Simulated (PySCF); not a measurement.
Cl2In, multiplicity 2. Atoms are numbered in the order given.

```xyz
3

In     0.0000     0.0000     0.4964
Cl     0.0000     2.0201    -0.7155
Cl     0.0000    -2.0201    -0.7155
```
Charge 0, spin multiplicity 2.

Coordinates come from a r2SCAN-D4/def2-TZVP optimisation. The multiplicity is an assumed one; other spin states were not compared. The isomer is the one that the SMILES or the coordinates give; other isomers of the formula were not compared. The def2 effective core potentials stand for the cores of In; spin–orbit coupling is left out.

These are C-PCM-PBE0/def2-SVP (PySCF 2.14.0) values and carry that method's errors.

The values are the electrostatic part of the solvation free energy, E(continuum) − E(gas) at the gas-phase geometry, in a cavity of scaled van der Waals radii (PySCF's table); cavitation and dispersion terms are not included. A continuum can't describe solvent molecules that bind to the metal. The dipole moment in vacuum is 2.54 D.

Question: Estimate the values in water (ε = 78.36), 1-octanol (ε = 9.86), ethanol (ε = 24.85). (The exact figures need the calculation; the answer reports its results.)

Answer: 
```
solvent        ε  ΔG(elec) (kcal/mol)  dipole (D)
---------  -----  -------------------  ----------
water      78.36                 -7.6        3.70
1-octanol   9.86                 -6.7        3.57
ethanol    24.85                 -7.3        3.66
```
